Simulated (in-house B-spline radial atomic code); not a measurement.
Whole-atom quantities along the 23-electron series, configuration 1s2 2s2 2p6 3s2 3p6 3d3/2(4) 3d5/2(1). Breit and QED terms are first order and not part of the total energy; the density at the nucleus is averaged over the nuclear charge. Computed with a radial B-spline atomic code at the basis-set limit: Dirac-Hartree-Fock, jj configuration that fills j = l - 1/2 first, finite nuclei.

```tsv
ion	Z	E/Z² (Eh)	Σ<r²> (bohr²)	n(0)/Z³ (bohr⁻³)	Lamb diamagnetic shielding (ppm)	repulsion over attraction	Breit energy (eV)	self-energy (eV)	vacuum polarisation (eV)
Pd23+	46	-2.2424	1.9044	1.3169	4143.68	0.095271	87.171	67.657	-8.1267
Ag24+	47	-2.2551	1.7951	1.3526	4253.61	0.0934	93.626	72.96	-8.9009
Cd25+	48	?	?	?	?	?	?	?	?
In26+	49	?	?	?	?	?	?	?	?
Sn27+	50	-2.2914	1.5178	1.4664	4587.65	0.088148	114.96	90.711	-11.585
Sb28+	51	-2.303	1.4393	1.508	4700.51	0.08651	122.75	97.283	-12.613
Te29+	52	-2.3144	1.3667	1.5495	4814.16	0.084923	130.91	104.2	-13.714
```

(1) Fill in the row of Cd25+.

(2) Fill in the row of In26+.

(3) With what power of Z does the column «Σ<r²> (bohr²)» change over this range?

## Answers

(1) E/Z² (Eh): -2.2675; Σ<r²> (bohr²): 1.6949; n(0)/Z³ (bohr⁻³): 1.3878; Lamb diamagnetic shielding (ppm): 4364.22; repulsion over attraction: 0.091591; Breit energy (eV): 100.4; self-energy (eV): 78.561; vacuum polarisation (eV): -9.7328.

(2) E/Z² (Eh): -2.2796; Σ<r²> (bohr²): 1.6028; n(0)/Z³ (bohr⁻³): 1.4269; Lamb diamagnetic shielding (ppm): 4475.57; repulsion over attraction: 0.089841; Breit energy (eV): 107.51; self-energy (eV): 84.474; vacuum polarisation (eV): -10.627.

(3) A fit of the logarithm of its size against log Z from Z = 46 to 52 has slope -2.71. Unscreened non-relativistic hydrogenic orbitals would give -2.
